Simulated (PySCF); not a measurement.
**NMR data sheet: C₅H₁₄BN**

- Formula: C5H14BN
- SMILES: [BH3-][N@H+](C)C1CCC1
- InChI: InChI=1S/C5H14BN/c1-7(6)5-3-2-4-5/h5,7H,2-4H2,1,6H3
- Point group of the computed structure: C1
- Carbon signals: 5
- Proton signals: 10

Bonds (- single, = double, # triple, : aromatic): B1-N2, N2-C3, N2-C4, C4-C5, C5-C6, C6-C7, C7-C4. B1 carries H8, H9, H10; N2 carries H11; C3 carries H12, H13, H14; C4 carries H15; C5 carries H16, H17; C6 carries H18, H19; C7 carries H20, H21. Formal charges: B1 -1, N2 +1. Stereochemistry as in [BH3-][N@H+](C)C1CCC1. H17, H19, H21 are cis to N2 on the ring; H16, H18, H20 are trans to N2 on the ring.

- PBE0-D3(BJ)/def2-SVP structure
- PBE0/pcSseg-1 with gauge-including orbitals
- B3LYP/pcJ-1 coupling constants (spin–dipole term only in couplings to heteroatoms)
- program: PySCF
- relativity neglected, no solvent, averaged over atoms made equivalent by symmetry, fast rotation or ring inversion, single conformer

Chemical shifts δ = σref − σ; 1H and 13C against TMS; 11B against BF3·OEt2; NH3 for 15N, all at this level.

```tsv
carbon	δC, type	δH (multiplicity, J in Hz)	HMBC from (abs. J ≥ 3 Hz)	span of the C tensor (ppm)
C3	39.3, CH3	2.27 (s)	H8/H9/H10	61
C4	59.1, CH	2.72 (m)	H20, H12/H13/H14, H8/H9/H10, H21, H19, H17	59
C5	30.2, CH2	H16 2.06 (m); H17 1.38 (m)	H20, H18	28
C6	14.4, CH2	H18 1.54 (m); H19 1.57 (m)	H21, H17	19
C7	32.6, CH2	H20 2.49 (m); H21 1.71 (m)	H15, H16, H18	33
```

Other nuclei:
| atoms | nucleus | environment | δ (ppm) | σ (ppm) |
| --- | --- | --- | --- | --- |
| H11 | 1H | hydrogen on a donor nitrogen of a Lewis adduct | 1.85 | 29.42 |
| H8/H9/H10 | 1H | hydrogen on a boron bonded to N | 1.81 | 29.45 |
| B1 | 11B | boron bonded to N, 3 H | -20.9 | 121.7 |
| N2 | 15N | donor nitrogen of a Lewis adduct | 81.1 | 184.6 |

Selected couplings (Hz, signed; the shortest-range and largest first, 30 at most; isotopes 13C, 1H, 11B, 15N): 1J(C7,H20) 153.5, 1J(C4,H15) 153.0, 1J(C6,H19) 147.9, 1J(C5,H16) 146.8, 1J(C3,H12) 145.5, 1J(C6,H18) 140.1, 1J(C7,H21) 137.3, 1J(C5,H17) 134.6, 1J(B1,H8) 110.0, 1J(C4,C7) 32.4, 1J(C4,C5) 29.3, 1J(C5,C6) 29.2, 1J(C6,C7) 29.2, 1J(N2,C3) -6.6, 1J(N2,C4) -4.6, 1J(B1,N2) -4.1, 2J(H20,H21) -13.9, 2J(H18,H19) -12.7, 2J(H16,H17) -12.0, 2J(C5,C7) -6.1, 2J(C4,C6) -5.6, 2J(N2,H15) -2.2, 2J(N2,H8) -1.5, 3J(H18,H21) 12.2, 3J(H17,H18) 11.8, 3J(H19,H21) 10.7, 3J(H17,H19) 10.7, 3J(H15,H17) 10.4, 3J(H15,H21) 10.3, 3J(H18,H20) 9.0.

1. δC 59.1: sp3 CH bonded to N; pulled downfield by the heteroatom.
2. δC 39.3: methyl carbon bonded to N; the inductive effect lowers its shielding.
3. δC 32.6, 30.2, 14.4: sp3 CH2 in a ring; a saturated carbon with 2 carbon neighbours and no heteroatom attached.
4. δH 2.72: hydrogen on an sp3 CH bonded to N; its carbon carries N, an electronegative neighbour.
5. δH 2.27: hydrogen on a methyl carbon bonded to N; its carbon carries N, an electronegative neighbour.

Exchangeable OH/NH protons stand at their gas-phase positions; hydrogen bonding in a real sample shifts them, mostly to higher δ. Hydrogens on boron are broadened and split by 11B (spin 3/2, 80 %) and 10B (spin 3). Splittings below 1 Hz are ignored in the labels, and close J values are merged. Unscaled 3J(H,H) at this level run about 10 % above measured values. Shifts are as computed. Against solution values, carbons near 30 ppm lie about +2 ppm off and those near 130 ppm about +5 ppm. Of 1313 compounds with measured shifts, 239 miss one by over three times the rms of a fit or turn the order of signals round; such compounds aren't used in these exercises. Couplings to exchangeable protons are dropped. Experimental scales use liquid or dissolved standards, which lie at an offset from isolated NH3 (liquid NH3: subtract about 20 ppm). Vicinal couplings across rotatable single bonds and in flexible rings belong to the one computed conformer; a conformer average would change them.
